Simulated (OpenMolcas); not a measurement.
3d³ along the 21-electron sequence

```yaml
Program: OpenMolcas 26.06
Method: RASSCF
Basis: ANO-R2
Scalar_Hamiltonian: X2C, finite nucleus
Spin-orbit_coupling: RASSI with atomic mean-field integrals over the reference wave functions, term energies averaged over their components
```

Active space for each ion: 9 electrons in 8 orbitals (RAS1 3p, at most 2 holes; RAS2 3d).

Computed levels in cm-1 above ⁴F_3/2:

| Level | Cr3+ | Mn4+ | Fe5+ | Ni7+ |
| --- | --- | --- | --- | --- |
| ⁴F_5/2 | 260 | 378 | 526 | 974 |
| ⁴F_7/2 | 615 | 891 | 1236 | 2264 |
| ⁴F_9/2 | 1058 | 1526 | 2106 | 3811 |
| ⁴P_1/2 | 16661 | 19240 | 21758 | 26701 |
| ⁴P_3/2 | 16768 | 19380 | 21928 | 26903 |
| ⁴P_5/2 | 17084 | 19854 | 22612 | 28276 |
| ²G_7/2 | 18150 | 21045 | 23869 | 29409 |
| ²G_9/2 | 18529 | 21584 | 24601 | 30655 |
| ²P_1/2 | 21476 | 24993 | 28448 | 35348 |
| weight of ⁴F in the lowest level (%) | 100 | 100 | 100 | 100 |

Measured, with the error of the calculation in %. Measured levels: Cr3+ from Sugar and Corliss, J. Phys. Chem. Ref. Data 6, 317 (1977); Mn4+ from Corliss and Sugar, J. Phys. Chem. Ref. Data 6, 1253 (1977); Fe5+ from Corliss and Sugar, J. Phys. Chem. Ref. Data 11, 135 (1982); Ni7+ from Corliss and Sugar, J. Phys. Chem. Ref. Data 10, 197 (1981).

```json
{"Level": "⁴F_5/2", "Cr3+": "236 (+10.2)", "Mn4+": "359 (+5.2)", "Fe5+": "511 (+2.9)", "Ni7+": "1012 (-3.8)"}
{"Level": "⁴F_7/2", "Cr3+": "556 (+10.7)", "Mn4+": "835 (+6.7)", "Fe5+": "1188 (+4.0)", "Ni7+": "2184 (+3.6)"}
{"Level": "⁴F_9/2", "Cr3+": "946 (+11.9)", "Mn4+": "1412 (+8.1)", "Fe5+": "2001 (+5.3)", "Ni7+": "3721 (+2.4)"}
{"Level": "⁴P_1/2", "Cr3+": "14059 (+18.5)", "Mn4+": "16434 (+17.1)", "Fe5+": "18738 (+16.1)", "Ni7+": "23261 (+14.8)"}
{"Level": "⁴P_3/2", "Cr3+": "14177 (+18.3)", "Mn4+": "16595 (+16.8)", "Fe5+": "18942 (+15.8)", "Ni7+": "23710 (+13.5)"}
{"Level": "⁴P_5/2", "Cr3+": "14471 (+18.1)", "Mn4+": "17049 (+16.5)", "Fe5+": "19611 (+15.3)", "Ni7+": "24669 (+14.6)"}
{"Level": "²G_7/2", "Cr3+": "15052 (+20.6)", "Mn4+": "17892 (+17.6)", "Fe5+": "20616 (+15.8)", "Ni7+": ""}
{"Level": "²G_9/2", "Cr3+": "15402 (+20.3)", "Mn4+": "18399 (+17.3)", "Fe5+": "21315 (+15.4)", "Ni7+": ""}
{"Level": "²P_1/2", "Cr3+": "19519 (+10.0)", "Mn4+": "23082 (+8.3)", "Fe5+": "26496 (+7.4)", "Ni7+": ""}
```

The fine-structure level ⁴F_9/2 changes by a factor of 3.6 from Cr3+ to Ni7+. Its fourth root runs 5.70, 6.25, 6.77, 7.86, with steps per unit of Z of 0.55, 0.52, 0.54; equal steps would mean a (Z - σ)^4 law with constant σ.

⁴P_1/2 changes by a factor of 1.6 over the same range, with steps per unit of Z of +2580, +2520, +2470 cm-1.

Without dynamic correlation excited terms often stand tens of per cent too high (terms of higher spin than the ground term too low), and those without a measured partner can miss by more than the paired ones. Active for correlation alone: 3p; no level in the range computed is led by a configuration that opens it, so any true level of that kind is missing. Measured partners are found by configuration, term and J. A level has none where our copy of the source lacks it or the pairing is in doubt (some pairs that miss far off the trend of their configuration count as doubtful), and it then counts in no deviation. Only configurations of the active space appear.
